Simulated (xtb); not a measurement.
Sn(H)2(Et)(NH2) (C2H9NSn), SMILES C[CH2][SnH2][NH2]. All values are semi-empirical tight-binding results from xtb (GFN2-xTB unless named), good for trends rather than for accurate numbers. The structure is a stationary point at GFN2-xTB. The structure was generated by enumeration; whether it is a known compound was not checked. One conformer was computed; it need not be the lowest.

For metal compounds this method's bond lengths and energies can be far off.

Computed properties:
| Item | Value |
|---|---|
| orbital gap | 5.03 eV |
| zero-point energy | 62.8 kcal/mol |
| G − E(el) at 298.15 K (modified RRHO) | 42.4 kcal/mol |
